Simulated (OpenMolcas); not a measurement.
**Cr2+ in a point-charge field**

Cr2+ among 4 point charges of -2 e arranged as a tetrahedron (Td), 1.96 Å from the ion.
```
   1.1316    1.1316    1.1316  -2.00
   1.1316   -1.1316   -1.1316  -2.00
  -1.1316    1.1316   -1.1316  -2.00
  -1.1316   -1.1316    1.1316  -2.00
```

```json
{
 "Program": "OpenMolcas",
 "Method": "SS-CASPT2, IPEA 0.25 Eh, imaginary shift 0.1 Eh (closed shells correlated: 3s 3p)",
 "Basis": "ANO-RCC-VDZP [5s4p2d1f]",
 "Scalar Hamiltonian": "DKH2, point nucleus",
 "Active space": "4 electrons in 5 orbitals (3d)",
 "State averaging": "2S+1 = 5 even, 5 roots; 2S+1 = 3 even, 45 roots; 2S+1 = 1 even, 50 roots",
 "Spin-orbit coupling": "RASSI with atomic mean-field integrals over the reference wave functions"
}
```

The lowest spin-free states (labels of Td), above the lowest:

```tsv
State	Degeneracy	E (cm-1)	Free-ion L (%)
5T2	3	0	D (100)
5E	2	2140	D (100)
3T1	3	16940	H (75)
3T1	3	17010	P (62)
3T1	3	17110	H (82)
3T2	3	17220	H (94)
3E	2	17620	H (92)
3T2	3	18270	F (69)
3A2	1	18370	F (100)
3T1	3	18960	F (52)
3T2	3	19550	G (73)
3E	2	20980	G (91)
3A1	1	21490	G (100)
3T1	3	21670	G (78)
1A1	1	24730	G (50)
1T1	3	24870	G (76)
3T2	3	25150	D (99)
1T2	3	25300	I (97)
1A2	1	25480	I (99)
1E	2	25700	G (53)
```

The lowest levels with spin-orbit coupling:

```tsv
E (cm-1)	Degeneracy	Label	2S+1
0	1	A1	5
23	3	T1	5
45	3	T2	5
200	2	E	5
220	3	T1	5
330	3	T2	5
2310	1	A2	5
2320	3	T2	5
2330	2	E	5
2340	3	T1	5
2340	1	A1	5
16600	1	A1	3
16920	3	T1	3
17010	2	E	3
17020	3	T2	3
17090	3	T1	3
17090	1	A1	3
17190	3	T1	3
17200	2	E	3
17240	1	A1	3
```

Powder χT (cm3 K/mol): 0.173 at 2 K, 0.821 at 10 K, 1.62 at 50 K, 1.93 at 100 K, 2.35 at 200 K, 2.59 at 300 K. The effective moment at 300 K is 2.828 √(χT) = 4.55 μB.

The lowest level has 2S+1 = 5, for which the spin-only value is χT = S(S+1) / 2 = 3.000 cm3 K/mol (g = 2). The computed 2.587 at 300 K differs by -0.413, through orbital momentum, spin-orbit coupling and any other state in reach. With a threefold ground state the orbital momentum is unquenched, so the spin-only value is not expected to hold.

Roots that are degenerate in the reference are averaged as groups; the widest CASPT2 spread within a group is 870 cm-1 (the 3-fold group of multiplicity 3 near 43600 cm-1 above the lowest state of its run). Shifts and gaps below about the spread of the groups concerned are not significant. Over all roots computed the reference weight is 0.90 to 0.95; the roots of lowest weight are the least certain, and an intruder state may touch them. An orbital triplet at a regular site is open to Jahn-Teller coupling, which can distort the site and quench the lowest spin-orbit gaps and is left out. The ground term spreads over less than 5000 cm-1, several times less than with real ligands, so orbital moments are less quenched and χT lies further from the spin-only value than at real sites. Free-ion shares, where given, are those of the reference states; single-state CASPT2 does not remix them. Point charges carry no covalency, so the field is a model and not that of real ligands. No measured value stands beside these numbers.

The CASPT2 steps took 10 s on 1 thread of Arm Neoverse V1 (shared host); the integral step is not counted.
